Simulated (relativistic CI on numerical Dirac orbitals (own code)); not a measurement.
Spin-allowed bands of a d2 ion in a tetrahedral site, by hand

Problem. Take Δ = 3800 cm⁻¹ and B = 730 cm⁻¹ for a d2 ion in a tetrahedral site. Calculate the three spin-allowed bands.

Working.
1. The terms of highest spin are 3F (energy 0) and 3P (15B = 10950 cm⁻¹). Here the F term splits into A2 at −1.2Δ = -4560, T2 at −0.2Δ = -760 and T1 at +0.6Δ = 2280 cm⁻¹.
2. The two T1 states mix through the element 0.4Δ: H = [[2280, 1520], [1520, 10950]], with roots ½(H₁₁ + H₂₂) ∓ ½√[(H₂₂ − H₁₁)² + 4H₁₂²] = ½(13230) ∓ ½(9188) = 2021 and 11209 cm⁻¹.
3. The ground term is 3A2 at -4560 cm⁻¹.
4. Bands: 3T2 3800 cm⁻¹ (2632 nm), 3T1(F) 6581 cm⁻¹ (1519 nm), 3T1(P) 15769 cm⁻¹ (634 nm).

Check. Exact diagonalisation of the whole d2 shell with these parameters gives 3T2 3800, 3T1 6581, 3T1 15769 cm⁻¹. The match is exact, since without spin-orbit coupling no other term has this spin. The ratio of the second band to the first, 1.732, depends on Δ/B = 5.2 alone, which is how a Tanabe-Sugano diagram is read.
